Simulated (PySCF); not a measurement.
Input file for PySCF: U-B3LYP/LANL2DZ on SnS, a point of a bond scan (R = 2.000 Å).

```python
from pyscf import gto, scf, dft, mp
from pyscf.data.elements import chemcore

mol = gto.M(
    atom='''
    Sn   -0.00000000   -0.00000000   -0.53883850
    S     0.00000000    0.00000000    1.46159944
    ''',
    basis='lanl2dz',
    ecp={'S': 'lanl2dz', 'Sn': 'lanl2dz'},
    charge=0, spin=0, verbose=3, max_memory=1800)
mf = dft.UKS(mol, xc='b3lyp')
mf.conv_tol = 1e-8
mf.max_cycle = 100
mf.init_guess_breaksym = True
mf.kernel()
if not mf.converged:
    mf = mf.newton().run(mf.mo_coeff, mf.mo_occ)
for _ in range(4):
    mo, _, stable, _ = mf.stability(return_status=True)
    if stable:
        break
    mf.kernel(mf.make_rdm1(mo, mf.mo_occ))
```

### Question
Predict the final total energy.

### Answer
-13.4755 hartree.
